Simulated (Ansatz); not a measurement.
Problem. Name a neutral molecule of B, C, F, O and H with LUMO energy (PBE0/def2-TZVPP) between 0.00 and 0.30 eV and size of the dipole moment (B3LYP/def2-TZVPP) between 0.95 and 1.25 D (Ansatz, PBE0-D4/def2-TZVP geometry).

Solution. `COB1C=C1F` (0.19 eV, 0.97 D). Other molecules can fit too; these were computed, each in one conformer that needn't be the lowest.

B3LYP here is the variant with VWN-RPA as its local correlation; programs differ in this.
